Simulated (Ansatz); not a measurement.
Ansatz (a program for electronic structure) input:

Ansatz 0.2 input:
```yaml
crystal:
  periodic: [false, false, false]
  atoms:
    - {symbol: Mg, position_ang: [1.21334304, 0.34241078, 0.22505461]}
    - {symbol: I, position_ang: [-0.36320996, 1.75361716, -1.53487368]}
    - {symbol: I, position_ang: [0.08849078, -1.83114413, 1.48391792]}
basis:
  gaussian:
    orbitals: def2-TZVPD
hamiltonian:
  xc: {name: B2PLYP}
total_charge: -1
magnetization: {spin_polarized: true, initial_magnetization: 1}
correlation: {electrons: outside_noble_gas}
```

Problem. Which total energy does the run end on?

Solution. -795.02585 Eh (B2PLYP/def2-TZVPD). The basis has 153 functions.
